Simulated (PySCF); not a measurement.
Vertical excitations of a molecule C3H5ClSi from TDA-PBE0/def2-SVPD (PySCF 2.14.0), as energy in eV (oscillator strength): 5.86 (0.000), 6.19 (0.005), 6.27 (0.000), 6.94 (0.003), 7.18 (0.018), 7.50 (0.083), 7.71 (0.001), 7.97 (0.058), 8.09 (0.028), 8.35 (0.273). Lowest triplet (TDA): 4.75 eV. Geometry optimised at B3LYP-D3(BJ)/def2-SVP. One conformer was computed; it need not be the lowest.

**Question.** Identify the compound among the candidates.
A. C#C[Si@@H](C)Cl
B. ClC1=C[SiH2]C1
C. C=C=C([SiH3])Cl
D. C=C=C[SiH2]Cl

**Answer.** A, C#C[Si@@H](C)Cl
